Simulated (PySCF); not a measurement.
# In: excitation energy

In [Kr] 4d10 5s2 5p1 (2P) → In [Kr] 4d10 5s1 5p1 5d1 (high-spin determinant), as a difference of total energies. Calculation: PySCF 2.14, in aug-cc-pwCVTZ-DK3 (10s9p7d4f1g, 109 functions); the spin-free X2C one-electron Hamiltonian (Gaussian nucleus). Correlated levels: valence: [Kr] 4d10 frozen; valence and next inner shell: [Ar] 3d10 frozen. The calculations carry no spin-orbit coupling.

```
                                method  excitation energy (eV)
                                   UHF                   7.851
                                   LDA                   9.621
                                   PBE                   9.203
                                  PBE0                   9.034
                                r2SCAN                   9.104
                                M06-2X                   9.204
                                  PW91                   9.261
                             CAM-B3LYP                   9.516
                         MP2 (valence)                   8.534
                     SCS-MP2 (valence)                   8.755
    MP2 (valence and next inner shell)                   9.563
SCS-MP2 (valence and next inner shell)                   9.603
```

**Question.** How much does correlation contribute at MP2 (valence and next inner shell)?

**Answer.** 9.563 − (7.851) = 1.712 eV, measured against UHF.

The upper state lies above the first ionisation limit, but in LS coupling its spin forbids autoionisation to the ground ion; at this Z spin-orbit coupling breaks that rule.

The promoted electron is Rydberg-like, and one or two diffuse shells describe it only roughly, which tends to raise the upper state.

The determinant of the upper state mixes LS terms, which raises its energy above the lowest term, most at the Hartree-Fock and MP2 levels.
